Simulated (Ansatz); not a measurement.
Total energies of CH$_{4}$F$_{2}$N$_{2}$Si, SMILES `N[SiH](F)/N=C/F`.

```json
{"atom": "N1", "x (Å)": "-1.8334", "y (Å)": "-0.2189", "z (Å)": "0.4401"}
{"atom": "Si2", "x (Å)": "-0.1785", "y (Å)": "-0.2784", "z (Å)": "0.7586"}
{"atom": "F3", "x (Å)": "0.3623", "y (Å)": "1.0398", "z (Å)": "1.5006"}
{"atom": "N4", "x (Å)": "0.6095", "y (Å)": "-0.4448", "z (Å)": "-0.7633"}
{"atom": "C5", "x (Å)": "1.5182", "y (Å)": "0.2777", "z (Å)": "-1.1854"}
{"atom": "F6", "x (Å)": "2.0776", "y (Å)": "0.0597", "z (Å)": "-2.3776"}
{"atom": "H7", "x (Å)": "-2.5379", "y (Å)": "-0.1908", "z (Å)": "1.1558"}
{"atom": "H8", "x (Å)": "-2.1913", "y (Å)": "-0.0037", "z (Å)": "-0.4741"}
{"atom": "H9", "x (Å)": "0.1826", "y (Å)": "-1.3858", "z (Å)": "1.6619"}
{"atom": "H10", "x (Å)": "1.9910", "y (Å)": "1.1453", "z (Å)": "-0.7167"}
```

Charge 0, multiplicity 1. Geometry: relaxed with PBE0-D4/def2-TZVP. It is one conformer, not always the lowest. Basis def2-TZVPP, Ansatz.

RPA on PBE orbitals: Hartree–Fock energy of these orbitals -637.12291 Eh, correlation -1.82716 Eh (frozen core).

```tsv
functional	energy without D4 (Eh)	D4 term (kJ/mol)
LDA (SPW92)	-635.80405	–
PBE	-638.95863	-19.9
revPBE	-639.29693	-63.3
BLYP	-639.41639	-44.1
r2SCAN	-639.29023	-4.9
B97M-V	-639.31476	–
PBE0	-638.99164	-16.7
B3LYP	-639.50210	-31.9
r2SCANh	-639.26883	-5.2
r2SCAN0	-639.23824	-5.7
HSE06 (plane-wave form)	-638.96968	-15.5
BHLYP	-639.32277	-23.5
CAM-B3LYP	-639.37901	-16.8
LC-ωPBE	-639.18218	–
ωB97X-V	-639.31855	–
ωB97M-V	-639.36273	–
B2PLYP	-639.14093	–
PBE-QIDH	-638.86442	–
```

B3LYP takes the VWN-RPA correlation (the form of Gaussian; ORCA's B3LYP/G). HSE06 is the plane-wave form, built on full-range PBE exchange. The double hybrids freeze the cores in their second-order part.

LC-ωPBE has ω = 0.4 bohr⁻¹.
